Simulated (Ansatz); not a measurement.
C6H12HfO3Si, SMILES `C[O][Hf]1234([OH])([OH])[C@@H]5[C@H]1[C@H]2[C@@]3([SiH3])[C@@H]54`, relaxed with RKS PBE0-D4/def2-TZVP in the Gaussian-basis code of Ansatz from a GFN2-xTB geometry. The force threshold is 0.005 eV/Å; the program also tests the step.

Charge 0, multiplicity 1. Hf: def2 effective core potential.

Start:

```xyz
23

C     0.011    0.880    2.738
O    -0.759    0.858    1.572
Hf    0.210    0.850   -0.036
O    -0.957    1.956   -1.002
O     1.576    2.067    0.357
C     1.851   -0.544   -1.290
C     1.711   -1.152   -0.019
C     0.367   -1.550    0.127
C    -0.347   -1.185   -1.051
Si   -2.193   -1.332   -1.310
C     0.592   -0.556   -1.922
H     0.637   -0.025    2.823
H     0.663    1.769    2.768
H    -0.657    0.912    3.609
H    -1.562    2.375   -0.379
H     1.255    2.973    0.295
H     2.788   -0.249   -1.743
H     2.527   -1.403    0.646
H    -0.031   -2.158    0.931
H    -2.470   -1.201   -2.745
H    -3.004   -0.353   -0.561
H    -2.601   -2.672   -0.861
H     0.392   -0.261   -2.945
```

(1) How much energy does the relaxation release, and in how many steps? (Estimate.)

(2) Which bonds change most? (Estimate.)

(3) Give the relaxed structure. (Best estimate.)

Results:

(1) The calculation gave: 1.37 eV, in 39 steps, 6 of them rejected.

(2) The calculation gave: Hf3–C9 from 2.341 to 2.545 Å; Hf3–C11 from 2.383 to 2.537 Å; Hf3–C8 from 2.411 to 2.544 Å; Hf3–O5 from 1.871 to 1.963 Å.

(3) Ansatz gave: 
```xyz
23

C     0.009    0.830    3.186
O     0.147    1.156    1.849
Hf    0.373    1.060   -0.059
O    -1.259    1.868   -0.744
O     1.837    2.291   -0.500
C     1.817   -0.627   -1.316
C     1.656   -1.137   -0.010
C     0.297   -1.473    0.161
C    -0.405   -1.160   -1.030
Si   -2.214   -1.403   -1.352
C     0.557   -0.632   -1.940
H     0.146   -0.247    3.351
H     0.751    1.361    3.793
H    -0.988    1.104    3.551
H    -1.959    1.836   -1.389
H     2.020    3.212   -0.330
H     2.733   -0.244   -1.739
H     2.435   -1.240    0.732
H    -0.143   -1.872    1.064
H    -2.695   -0.384   -2.325
H    -2.979   -1.276   -0.084
H    -2.483   -2.747   -1.929
H     0.348   -0.278   -2.940
```
